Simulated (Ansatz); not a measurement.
Ansatz (a quantum-chemistry and plane-wave program) input (CCSD(T)/def2-QZVPP):
A basis named .json is the Basis Set Exchange file of that set.

Ansatz 0.2 input:
```yaml
crystal:
  periodic: [false, false, false]
  atoms:
    - {symbol: C, position_ang: [-0.09466681, -0.02898391, -0.78450900]}
    - {symbol: O, position_ang: [-0.03409954, -0.01084220, 0.48128162]}
    - {symbol: H, position_ang: [0.84079711, 0.26064102, 0.85680100]}
basis:
  gaussian:
    orbitals: def2-QZVPP.json
magnetization: {spin_polarized: true, initial_magnetization: 1}
correlation: {method: ccsd_t, electrons: outside_noble_gas}
```

End of the output:

```
mean field: 0.35 GiB planned
mean field evaluation 1: about -3080.4380 eV, gradient 1.7e1 eV
mean field evaluation 2: about -3080.4384 eV, gradient 1.7e1 eV
mean field evaluation 4: about -3081.6646 eV, gradient 2.7e0 eV
mean field evaluation 8: about -3081.7357 eV, gradient 1.9e-1 eV
mean field evaluation 16: about -3081.7227 eV, gradient 8.1e-1 eV
mean field evaluation 32: about -3081.6789 eV, gradient 8.2e-1 eV
mean field evaluation 64: about -3080.5093 eV, gradient 9.9e0 eV
mean field evaluation 96: about -3077.3769 eV, gradient 2.2e-2 eV
mean field evaluation 128: about -3077.3849 eV, gradient 5.6e0 eV
mean field evaluation 160: about -3076.4928 eV, gradient 4.6e-3 eV
mean field -3081.73672558 eV, -113.2517357887 hartree, gradient 3.1e-6 eV, S^2 0.763194; 6 other end points of the search recorded, 0 dependent functions left out
determinant -3081.73672558 eV, -113.2517357887 hartree, with singles and doubles -3092.35961356 eV, -113.6421197216 hartree
determinant -3080.89874882 eV, -113.2209407108 hartree, with singles and doubles -3091.44716659 eV, -113.6085879142 hartree
2 core orbitals not correlated
reference -3081.73672558 eV, -113.2517357887 hartree; 6, 5 occupied and 136, 137 virtual orbitals, 898 factors
second order -10.11554657 eV of doubles, -0.00000000 eV of singles
coupled cluster: 1.35 GiB planned
cycle   1  -10.42608888 eV  change    -1.0e0 eV  update   2.3e-2
cycle   2  -10.46413376 eV  change   -3.8e-2 eV  update   5.8e-3
cycle   3  -10.46185499 eV  change    2.3e-3 eV  update   3.2e-3
cycle   4  -10.46430585 eV  change   -2.5e-3 eV  update   1.4e-3
cycle   5  -10.46516316 eV  change   -8.6e-4 eV  update   7.9e-4
cycle   6  -10.46521693 eV  change   -5.4e-5 eV  update   3.6e-4
cycle   7  -10.46510967 eV  change    1.1e-4 eV  update   1.6e-4
cycle   8  -10.46513734 eV  change   -2.8e-5 eV  update   6.6e-5
cycle   9  -10.46507938 eV  change    5.8e-5 eV  update   2.0e-5
cycle  10  -10.46508800 eV  change   -8.6e-6 eV  update   7.5e-6
perturbative correction -0.44046132 eV, -0.0161866550 hartree
Total energy: -3092.64227490 eV, -113.6525073343 hartree
```

It need not be the lowest isomer of its formula.
